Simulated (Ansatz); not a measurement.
`C#CBN=C` + HI → `C=NBI` + `C#C` at 400 K and 1 bar (ligand exchange at a B–C bond).

Isolated molecules relaxed with PBE0-D4/def2-TZVP in Ansatz; ΔE leaves out vibrations. CBS: MP2 limit from def2 TZ/QZ plus the TZ coupled-cluster correction, frozen cores. This one scheme is used for every species. def2 core potentials past Kr. For I outer-core shells are correlated without core-valence functions, which leaves a few kJ/mol of doubt a bond. One conformer a species, not always the lowest.

| species | CCSD(T)/CBS energy (Eh) | H − E (kJ/mol) | S (J/(mol·K)) |
| --- | --- | --- | --- |
| `C#CBN=C` | -196.00015 | 192.5 | 340.2 |
| HI | -298.03592 | 25.7 | 215.0 |
| `C=NBI` | -416.81780 | 139.3 | 339.0 |
| `C#C` | -77.22717 | 85.5 | 213.8 |

H − E and S are ideal-gas, rigid-rotor, harmonic terms from PBE0-D4/def2-TZVP, for one conformer and one mirror image of each species. 1 Eh = 2625.50 kJ/mol, R = 8.31446 J/(mol·K).

Question: By hand: ΔE, ΔH, ΔS and ΔG.

Answer: ΔE = (-416.81780) + (-77.22717) − (-196.00015) − (-298.03592) = -0.00890 Eh = -23.4 kJ/mol. Δ(H − E) = 139.3 + 85.5 − 192.5 − 25.7 = 6.6, so ΔH = -16.8 kJ/mol. ΔS = 339.0 + 213.8 − 340.2 − 215.0 = -2.4 J/(mol·K). ΔG = -16.8 − 400 × (-2.4)/1000 = -15.8 kJ/mol.

Question: By hand: the equilibrium constant, and the temperature at which ΔG would vanish if ΔH and ΔS stayed fixed.

Answer: log₁₀ K = −ΔG/(RT ln 10) = 2.1. ΔG = 0 at ΔH/ΔS = 7000 K, far beyond where these terms or the molecules hold.

The number of gas molecules stays the same, so ΔS is small and ΔH decides. A doubt of 5 kJ/mol in ΔE shifts log₁₀ K by 0.7 here. Other conformers and mirror images would add mixing entropy, several J/(mol·K) or more a flexible species. These are equilibria of isolated gas molecules and say nothing of rates. Largest T1 diagnostic: 0.016 (customary marks: 0.02 for closed shells, 0.045 for open ones).
